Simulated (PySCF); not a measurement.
(3Z)-hexa-1,3-dien-5-yne (C₆H₆), SMILES C#C/C=C\C=C.

Geometry: B3LYP-D3(BJ)/def2-SVP. One conformer was computed; it need not be the lowest.

These are PBE/def2-TZVP (PySCF) values and carry that method's errors.

Computed frontier levels, gap, dipole moment and polarisability:
```json
{
  "highest_occupied_level": "-5.64 eV",
  "lowest_empty_level": "-2.46 eV",
  "orbital_gap": "3.18 eV",
  "dipole_moment": "0.51 D",
  "quadrupole, principal values (traceless, Buckingham form, about the centre of nuclear charge)": "-8.44, 0.54, 7.90 D·Å",
  "mean_static_polarisability": "81.8 bohr³ (12.12 Å³)",
  "polarisability_principal_values": "40.7, 69.7, 134.9 bohr³"
}
```
